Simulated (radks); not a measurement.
Values are calculated unless marked as measured or tabulated.
Nd XL, configuration [Ar] 3d3 (the NIST ground configuration). Code: a radial shooting solver on a logarithmic mesh with Libxc functionals. Model: Dirac Kohn-Sham, PBE, spin-unpolarised, spherical densities, point nucleus; open shells are shared between the two j in proportion to 2j + 1. Some entries of the table are withheld. Estimate them.

orbital  occ.  eigenvalue (eV)  r(max) (bohr)  <r^2> (bohr^2)
1s1/2       2        -45469.65            (1)       0.0007597
2s1/2       2        -9063.698        0.08538         0.01179
2p1/2       2              (2)        0.06488             (3)
2p3/2       4              (4)        0.07026             (5)
3s1/2       2        -3297.817            (6)         0.07118
3p1/2       2              (7)         0.2207         0.06538
3p3/2       4              (8)         0.2309         0.07087
3d3/2     1.2        -2812.331         0.1809         0.05414
3d5/2     1.8        -2783.710         0.1837         0.05560

Answer. 
(1) 1s1/2 r(max) (bohr): 0.01509
(2) 2p1/2 eigenvalue (eV): -8703.020
(3) 2p1/2 <r^2> (bohr^2): 0.008604
(4) 2p3/2 eigenvalue (eV): -8176.228
(5) 2p3/2 <r^2> (bohr^2): 0.009808
(6) 3s1/2 r(max) (bohr): 0.2347
(7) 3p1/2 eigenvalue (eV): -3156.244
(8) 3p3/2 eigenvalue (eV): -3032.793
